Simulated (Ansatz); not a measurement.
InH3Cl, that is [InClH3]- with one electron fewer. Charge 0, multiplicity 2. Geometry PBE0-D4/def2-TZVPD.

```tsv
atom	x (Å)	y (Å)	z (Å)
In1	0.429	-0.237	0.236
Cl2	-0.671	1.403	-1.232
H3	-1.521	-0.094	-0.054
H4	0.776	0.481	1.740
H5	0.987	-1.552	-0.690
```

In the def2 sets In takes a core potential; there is no spin–orbit coupling.

Problem. Estimate the α-spin orbital energies around the gap (eV) in Ansatz with PBE-D4/def2-TZVPD, PBE0-D4/def2-TZVPD.

Solution. 
| orbital | PBE-D4/def2-TZVPD | PBE0-D4/def2-TZVPD |
| --- | --- | --- |
| HOMO−5 | -11.68 | -13.27 |
| HOMO−4 | -9.23 | -10.68 |
| HOMO−3 | -8.23 | -9.56 |
| HOMO−2 | -8.14 | -9.43 |
| HOMO−1 | -7.32 | -8.60 |
| HOMO | -6.28 | -7.60 |
| LUMO | -1.96 | -1.25 |
| LUMO+1 | -1.22 | -0.40 |
| LUMO+2 | -0.53 | 0.05 |
| LUMO+3 | 0.08 | 0.54 |
| LUMO+4 | 0.65 | 1.15 |
| LUMO+5 | 0.92 | 1.37 |
| β HOMO | -7.21 | -8.48 |
| β LUMO | -4.87 | -3.97 |
